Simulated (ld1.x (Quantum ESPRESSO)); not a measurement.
## Cl (Z = 17): one change to a TM potential, before and after

```
Element                 : chlorine
Generator               : ld1.x (Quantum ESPRESSO) 7.5
Type                    : norm-conserving Troullier–Martins (Kleinman–Bylander form)
Functional              : PBE
Relativity              : scalar-relativistic
Frozen core             : [Ne]
Valence charge          : 7
Reference configuration : 3s2 3p5
Partial waves           : 3p (bound): rc 1.45 bohr; 3s (bound): rc 0.95 bohr
Local potential         : the s channel
Core correction         : a·sin(br)/r model core, default radius (core density twice the valence density)
```

Change: all radii but the core radius scaled by about 0.84 (s 0.80, p 1.22 bohr).

Cutoffs: the cutoffs (Ry, on a coarse ladder) from which the occupation-weighted sum of valence levels, in a spherical-Bessel basis at the reference potential, stays within 10 and 1 mRy of its value at 400 Ry; they do not see the model core or the augmentation charge, which bear on the density cutoff. Errors are all-electron minus pseudo energies relative to the spin-unpolarised reference configuration.

Predict the effect on cutoff, ghosts and configuration errors.

The s channel binds one level more than in the base; of the 7 tests that both files solve, the error grows in 6 and shrinks in 0 by more than 15 % and 0.3 meV (median size 5.9 → 25.4 meV); neither file shows a bound ghost. That the errors move this way runs against the usual rule that smaller radii transfer better.

| quantity | base | changed |
| --- | --- | --- |
| cutoff, loose | 140 Ry | over 300 Ry |
| cutoff, tight | 260 Ry | over 300 Ry |
| loose cutoff by channel (10 mRy a level) | p 12 Ry, s 90 Ry | p 12 Ry, s 300 Ry |
| bound ghosts | none | none |
| error for 3s2 3p4, meV [ΔE 13.88 eV] | +4.8 | +10 |
| error for 3s2 3p3, meV [ΔE 39.32 eV] | +35 | +69 |
| error for 3s2 3p2, meV [ΔE 77.63 eV] | +117 | +233 |
| error for 3s1 3p5, meV [ΔE 26.58 eV] | +5.9 | +25 |
| error for 3s2 3p4.5, meV [ΔE 5.58 eV] | +0.6 | +1.7 |
| error for 3s2 3p1, meV [ΔE 129.87 eV] | +288 | +579 |
| error for 3s2 3p5.3, meV [ΔE -2.14 eV] | +0.4 | +0.7 |
